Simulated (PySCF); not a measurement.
C4H11NSi, SMILES CNC1([SiH3])CC1.

Geometry optimised at B3LYP-D3(BJ)/def2-SVP. The structure was generated by enumeration, and PubChem lists no compound with its InChIKey, so it may never have been made. Other conformers were not sampled.

The numbers are results of TDA-B3LYP/def2-SVPD (PySCF), not measurements.

Vertical excitations. Isolated molecule, no solvent.

```json
[
 {"state": "S1", "energy (eV)": "5.43", "λ (nm)": "228", "f": "0.001", "main pairs": "HOMO→LUMO 96 %"},
 {"state": "S2", "energy (eV)": "6.10", "λ (nm)": "203", "f": "0.016", "main pairs": "HOMO→LUMO+2 76 %, HOMO→LUMO+1 19 %"},
 {"state": "S3", "energy (eV)": "6.13", "λ (nm)": "202", "f": "0.074", "main pairs": "HOMO→LUMO+1 73 %, HOMO→LUMO+2 22 %"},
 {"state": "S4", "energy (eV)": "6.22", "λ (nm)": "199", "f": "0.014", "main pairs": "HOMO→LUMO+3 94 %"},
 {"state": "S5", "energy (eV)": "6.54", "λ (nm)": "190", "f": "0.030", "main pairs": "HOMO→LUMO+6 82 %"},
 {"state": "S6", "energy (eV)": "6.56", "λ (nm)": "189", "f": "0.037", "main pairs": "HOMO→LUMO+4 63 %, HOMO→LUMO+5 16 %, HOMO→LUMO+6 15 %"},
 {"state": "T1", "energy (eV)": "5.25", "λ (nm)": "236", "f": "0", "main pairs": "HOMO→LUMO 91 %"},
 {"state": "T2", "energy (eV)": "5.93", "λ (nm)": "209", "f": "0", "main pairs": "HOMO→LUMO+1 88 %"}
]
```
Triplets are in the Tamm–Dancoff approximation.
